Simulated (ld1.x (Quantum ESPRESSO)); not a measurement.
Eu (Z = 63) TM: all-electron and pseudo phase curves

| Property | Result |
| --- | --- |
| Element | europium (Eu) |
| Generator | ld1.x (Quantum ESPRESSO) 7.5 |
| Type | norm-conserving Troullier–Martins (Kleinman–Bylander form) |
| Functional | LDA (PZ) |
| Relativity | scalar-relativistic |
| Frozen core | [Kr] 4d10 4f6 |
| Valence charge | 11 |
| Reference configuration | 5s2 5p6 5d1 6s1.75 6p0.25 |
| Partial waves | 5p (bound): rc 2.45 bohr; 5d (bound): rc 2.00 bohr; 5s (bound): rc 2.05 bohr |
| Local potential | the s channel |
| Core correction | none |

Occupied shells without a wave of their own: 6p, 6s. They enter only through the test configuration that unscreens the potential.

The phase is arctan(r·u′/u) with u = r·R(r), unwrapped; energies in Ry, scanned from -6 to 5 Ry. A pole is an energy at which the radial function vanishes at the test radius. The pseudo phase is shifted by a multiple of π to meet the all-electron one at the reference energy, and phase errors are pseudo minus all-electron; the curves can meet again beyond the range given. Levels narrower than the energy grid can be missing from the lists of poles.

```
channel  radius (bohr)  reference energy (Ry)  poles, all-electron  poles, pseudo  unbroken range about the reference energy with phases within 0.05 rad  phase error 1 Ry above the reference energy (rad)
      s           2.65                  -3.58          -3.45, 3.84    -3.45, 2.22                                                             below -1.0                                             -0.005
      p           2.65                  -1.99                -1.67          -1.67                                                              below 1.1                                             -0.002
      d           2.65                  -0.23                 0.92           0.92                                                              below 3.4                                             -0.001
```

The potential misses its own reference levels by up to 0.7 eV.

Phases in the d channel:

| E (Ry) | all-electron | pseudo |
| --- | --- | --- |
| -6.00 | 1.411 | 1.411 |
| -5.48 | 1.403 | 1.403 |
| -4.96 | 1.393 | 1.393 |
| -4.44 | 1.382 | 1.382 |
| -3.92 | 1.368 | 1.368 |
| -3.40 | 1.350 | 1.350 |
| -2.88 | 1.326 | 1.326 |
| -2.36 | 1.292 | 1.291 |
| -1.84 | 1.238 | 1.237 |
| -1.32 | 1.135 | 1.134 |
| -0.80 | 0.853 | 0.852 |
| -0.28 | -0.402 | -0.402 |
| 0.24 | -1.314 | -1.315 |
| 0.76 | -1.532 | -1.534 |
| 1.28 | -1.636 | -1.638 |
| 1.80 | -1.714 | -1.717 |
| 2.32 | -1.796 | -1.802 |
| 2.84 | -1.916 | -1.930 |
| 3.36 | -2.158 | -2.202 |
| 3.88 | -2.871 | -3.027 |
| 4.40 | -3.939 | -4.031 |
| 4.92 | -4.336 | -4.371 |
